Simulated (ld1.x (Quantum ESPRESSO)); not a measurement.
Before and after: TM potential for zinc

* Element: zinc (Zn)
* Generator: ld1.x (Quantum ESPRESSO) 7.5
* Type: norm-conserving Troullier–Martins (Kleinman–Bylander form)
* Functional: LDA (PZ)
* Relativity: scalar-relativistic
* Frozen core: [Ne] 3s2
* Valence charge: 18
* Reference configuration: 3p6 3d10 4s2 4p0
* Partial waves: 4s (bound): rc 1.75 bohr; 3p (bound): rc 0.80 bohr; 3d (bound): rc 1.25 bohr
* Local potential: all-electron potential smoothed inside 1.00 bohr (lloc = -1)
* Core correction: Bessel-smoothed model core inside 0.45 bohr

Change: local potential all-electron potential smoothed inside 1.58 bohr (lloc = -1).

Cutoffs: the cutoffs (Ry, on a coarse ladder) from which the occupation-weighted sum of valence levels, in a spherical-Bessel basis at the reference potential, stays within 10 and 1 mRy of its value at 400 Ry; they do not see the model core or the augmentation charge, which bear on the density cutoff. Errors are all-electron minus pseudo energies relative to the spin-unpolarised reference configuration.

What does the change do?

The bound ghost in s disappears; of the 9 tests that both files solve, the error grows in 1 and shrinks in 4 by more than 15 % and 0.3 meV (median size 35.7 → 35.9 meV); the range in which the s phases agree narrows (upper end at the end of the scan → 0.4); the range in which the p phases agree narrows (upper end at the end of the scan → -0.0). In the separable form a ghost depends on how the local part lies against the semilocal potential of the channel, so the choice of the local part can create or remove one.

| quantity | base | changed |
| --- | --- | --- |
| cutoff, loose | 200 Ry | 200 Ry |
| cutoff, tight | over 300 Ry | over 300 Ry |
| loose cutoff by channel (10 mRy a level) | s 15 Ry, p 90 Ry, d 140 Ry | s 10 Ry, p 90 Ry, d 140 Ry |
| bound ghosts | s | none |
| error for 3p6 3d10 4s1 4p0, meV [ΔE 10.19 eV] | -5.6 | -4.1 |
| error for 3p6 3d10 4s0 4p0, meV [ΔE 28.96 eV] | -36 | -37 |
| error for 3p6 3d9 4s0 4p0, meV [ΔE 69.85 eV] | +31 | -7.0 |
| error for 3p6 3d8 4s0 4p0, meV [ΔE 132.00 eV] | +104 | -98 |
| error for 3p6 3d10 4s0 4p1, meV [ΔE 16.61 eV] | -23 | -284 |
| error for 3p5 3d10 4s2 4p0, meV [ΔE 91.92 eV] | -188 | -100 |
| error for 3p6 3d9 4s2 4p0, meV [ΔE 18.21 eV] | -39 | +36 |
| error for 3p6 3d10 4s1 4p0 (spin-polarised), meV [ΔE 9.94 eV] | -4.3 | -3.9 |
| error for 3p6 3d9 4s0 4p0 (spin-polarised), meV [ΔE 69.58 eV] | +42 | +3.4 |
| s: phases at 1.90 bohr within 0.05 rad from the reference energy up to (Ry; the scan ends near 5) | to the end of the scan | 0.4 |
| p: phases at 1.90 bohr within 0.05 rad from the reference energy up to (Ry; the scan ends near 5) | to the end of the scan | -0.0 |
| d: phases at 1.90 bohr within 0.05 rad from the reference energy up to (Ry; the scan ends near 5) | 2.6 | 2.0 |

Base: These tests converged, but a pseudo level misses the all-electron one widely, so the file describes the atom poorly there or has found another state: 3p6 3d8 4s0 4p0: empty 4s by 6.4 eV (a node warning on the way). A true bound ghost makes a file unfit for plane-wave use even where its test errors are small: the radial tests pick states by their node count and pass the ghost by.
